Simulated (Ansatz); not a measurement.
BH5O3S. The species carries charge 0 and has multiplicity 1. The bonds changed during the relaxation, so this is another structure than the one it started from.

```xyz
10

O    -1.2223   -0.2592    0.2511
B    -0.2387   -0.9182   -0.4386
O     0.2209   -0.2902   -1.5534
O     0.2985   -2.1334   -0.0940
S     1.0800    2.5521    0.4110
H    -1.5303   -0.6939    1.0459
H     0.9248   -0.7825   -1.9803
H    -0.0394   -2.5311    0.7086
H    -0.0543    1.8744    0.1740
H     0.5608    3.1818    1.4757
```

(1) What are the harmonic wavenumbers in cm⁻¹ at PBE0-D4/def2-TZVP (Ansatz, finite differences of forces, unscaled)? (An estimate is asked.)

## Answers

(1) Computed: 11, 40, 66, 101, 132, 249, 300, 444, 460, 476, 523, 675, 887, 941, 1018, 1036, 1212, 1443, 1489, 2718, 2734, 3912, 3924, 3938.
